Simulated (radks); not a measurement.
Polarisability of the bromine ion Br5+, [Ar] 3d10 4s2, at imaginary frequency. Method: non-relativistic Kohn-Sham, PBE, spin-unpolarised, spherical densities, point nucleus; computed with a radial shooting solver on a logarithmic mesh with Libxc functionals. Response by self-consistent Sternheimer equations with the Hartree and adiabatic LDA kernel.

w (hartree),alpha1(iw) (bohr^3),alpha2(iw) (bohr^5)
0.00266,3.720,5.213
0.0143,3.718,5.212
0.0360,3.710,5.210
0.0697,3.684,5.200
0.118,3.619,5.176
0.186,3.481,5.123
0.280,3.221,5.012
0.413,2.795,4.796
0.605,2.208,4.396
0.892,1.559,3.722
1.35,0.9931,2.751
2.12,0.5928,1.668
3.59,0.3369,0.7968
6.94,0.1648,0.2897
17.5,0.04772,0.06370

Static values: alpha1 = 3.720 bohr^3 (0.5512 angstrom^3; uncoupled 6.243), alpha2 = 5.213 bohr^5, alpha3 = 13.53 bohr^7. C6 = 8.299, C8 = 75.99, triple-dipole C9 = 21.54 atomic units. One-pole (London) frequency 4 C6 / (3 alpha1^2) = 0.800 hartree, against 2.932 for minus the highest occupied eigenvalue.
